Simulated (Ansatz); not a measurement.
```yaml
crystal:
  periodic: [false, false, false]
  atoms:
    - {symbol: C, position_ang: [0.509450, 2.105699, -2.284401]}
    - {symbol: Se, position_ang: [-0.622142, 0.518075, -2.121766]}
    - {symbol: Si, position_ang: [-0.006042, 0.000462, 0.002187]}
    - {symbol: Se, position_ang: [2.230101, -0.334118, 0.217744]}
    - {symbol: C, position_ang: [2.350003, -1.782031, -1.092488]}
    - {symbol: Se, position_ang: [-0.406743, 1.683537, 1.473656]}
    - {symbol: C, position_ang: [-2.328345, 1.807665, 1.127847]}
    - {symbol: Se, position_ang: [-1.224914, -1.865573, 0.439025]}
    - {symbol: C, position_ang: [-0.554820, -2.129261, 2.258082]}
    - {symbol: H, position_ang: [0.335390, 2.504282, -3.282265]}
    - {symbol: H, position_ang: [1.553877, 1.825220, -2.165950]}
    - {symbol: H, position_ang: [0.226054, 2.836821, -1.530269]}
    - {symbol: H, position_ang: [2.029632, -1.421450, -2.067628]}
    - {symbol: H, position_ang: [3.396548, -2.079744, -1.124203]}
    - {symbol: H, position_ang: [1.728693, -2.616606, -0.774722]}
    - {symbol: H, position_ang: [-2.704787, 2.598671, 1.773978]}
    - {symbol: H, position_ang: [-2.806478, 0.861150, 1.370832]}
    - {symbol: H, position_ang: [-2.497452, 2.059901, 0.083182]}
    - {symbol: H, position_ang: [-1.048739, -3.021114, 2.639584]}
    - {symbol: H, position_ang: [0.523083, -2.274722, 2.234277]}
    - {symbol: H, position_ang: [-0.806768, -1.266066, 2.870397]}
basis:
  gaussian: {orbitals: pcseg-2}
hamiltonian: {xc: {name: B2PLYP}}
accuracy: high
kpoints: {mp_grid: {grid: [2, 2, 2]}}
output: {forces: true}
```

```sh
$ ansatz run in.yaml --threads 11 --pin off --events-out ev --progress --plain --max-ram 174080MiB --backend cuda --devices 0, --max-vram 75GiB
```

Output, abridged:

```
Error: invalid value for `basis.gaussian`: such a run doesn't read kpoints; remove what it names
```

(1) What is wrong with this run?

Answers

(1) The input holds a key that doesn't belong there. The input was rejected before any iteration.
